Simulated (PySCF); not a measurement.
## `C1[C@]2(C)[C@H]1C[C@@H]2C(F)(F)F`, C7H9F3

Geometry (Å), atoms numbered from 1 in this order:
```xyz
19

C    -1.9652    0.7567   -0.1389
C    -0.7006   -0.0177    0.0726
C    -0.4382   -0.8753    1.2749
C    -0.3920   -1.4925   -0.0888
C     0.9550   -1.1670   -0.7276
C     0.6124    0.3367   -0.6349
C     1.5835    1.2558    0.0768
F     2.1340    0.7348    1.1827
F     1.0003    2.4079    0.4514
F     2.6148    1.5983   -0.7192
H    -2.8080    0.2242    0.2954
H    -1.8922    1.7358    0.3329
H    -2.1568    0.9000   -1.2017
H     0.4654   -0.7742    1.8552
H    -1.3104   -1.1035    1.8695
H    -1.0312   -2.3020   -0.3949
H     1.0649   -1.5139   -1.7518
H     1.8219   -1.4792   -0.1462
H     0.4325    0.7845   -1.6150
```

Method used: GIAO KT3/pcSseg-1 magnetisability, rotational g tensor and spin-rotation constants, non-relativistic, gas phase (PySCF 2.14.0). Geometry: GFN2-xTB.

Question: What are the magnetisability and the molar susceptibility?

Answer: Isotropic -1481 × 10⁻³⁰ J/T², or -89.2 × 10⁻⁶ cm³/mol; principal values -1653, -1459, -1331 × 10⁻³⁰ J/T², anisotropy 280 × 10⁻³⁰ J/T² (root of half the summed squared differences of the principal values). The susceptibility is in cgs units.

Question: Split it along the inertial axes a, b, c into diamagnetic and paramagnetic parts about the centre of mass, with the quadrupole moment.

Answer: 
| axis | χ (10⁻⁶ cm³/mol) | diamagnetic (10⁻⁶ cm³/mol) | paramagnetic (10⁻⁶ cm³/mol) | summed x² of all electrons (Å²) | quadrupole Θ (D Å) |
| --- | --- | --- | --- | --- | --- |
| a | -95.3 | -672.7 | 577.4 | 211.0 | -1.58 |
| b | -91.7 | -1149.8 | 1058.1 | 98.6 | -0.06 |
| c | -80.5 | -1313.4 | 1232.9 | 60.0 | +1.64 |

Anisotropies 2χaa − χbb − χcc = -18.4 and 2χbb − χaa − χcc = -7.6 × 10⁻⁶ cm³/mol. Θ is traceless in Buckingham's convention.

Question: And the rotational g tensor?

Answer: 
| axis | rotational constant (GHz) | g | nuclear part | electronic part |
| --- | --- | --- | --- | --- |
| a | 2.1539 | -0.0056 | 0.5786 | -0.5843 |
| b | 1.1012 | -0.0052 | 0.5422 | -0.5474 |
| c | 0.9613 | -0.0100 | 0.5467 | -0.5568 |

Asymmetric top; isotopes 12C, 19F, 1H; no vibrational averaging.
